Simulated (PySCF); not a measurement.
A geometry optimisation on `FC(Br)(C#CB)F`.

Computed with PBE0-D3(BJ)/def2-SVP geometry optimisation, gas phase (PySCF 2.14.0). Start geometry: GFN2-xTB. The input is one job of a driver script: a line of settings, then coordinates in Å.

Command:
```bash
OMP_NUM_THREADS=1 python probes_run.py task.json out
```

Input:
```
{"job": {"xc": "PBE0", "basis": "def2-SVP", "d3": "d3bj", "grid": 1, "shake": 0.01, "kind": "geom"}, "charge": 0, "multiplicity": 1}
B      2.329980     0.530040    -0.311010
C      0.861030     0.153080    -0.386160
C     -0.315580    -0.176830    -0.457060
C     -1.657180    -0.525000    -0.499970
F     -2.189430    -0.596060    -1.751100
F     -1.972620    -1.696970     0.085120
Br    -2.715330     0.874980     0.482960
H      2.973370     0.176010     0.569290
H      2.743560     1.243600    -1.134680
```

Output:
```
step   0  E = -2912.88483337  max force = 0.077097
step   1  E = -2912.89066558  max force = 0.033701
step   2  E = -2912.89240842  max force = 0.009380
step   3  E = -2912.89271520  max force = 0.001948
step   4  E = -2912.89276090  max force = 0.001725
step   5  E = -2912.89277281  max force = 0.001044
step   6  E = -2912.89278128  max force = 0.000292
optimisation converged
```

Energies in Eh; «max force» is the largest Cartesian gradient component in Eh/bohr.

Q: How much energy does the optimisation release, in kcal/mol?

A: E(step 0) − E(last step) = 0.007948 Eh, which is 5.0 kcal/mol.

Q: Give the first gradient maximum in eV/Å.

A: With 1 Eh/bohr = 51.422 eV/Å, 3.964 eV/Å.

Main results: final energy -2912.89278 Eh after 6 steps; dipole 1.11 D.

Q: Estimate the wall time. Hardware: one thread of an Arm Neoverse V1, shared host with 32 logical CPUs at a one-minute load of 27. And the peak memory of the process?

A: About 56 s, with 0.50 GiB resident at the peak, the Python interpreter and its libraries included.
Labels such as C1 count atoms from 1, the log's own numbers from 0.
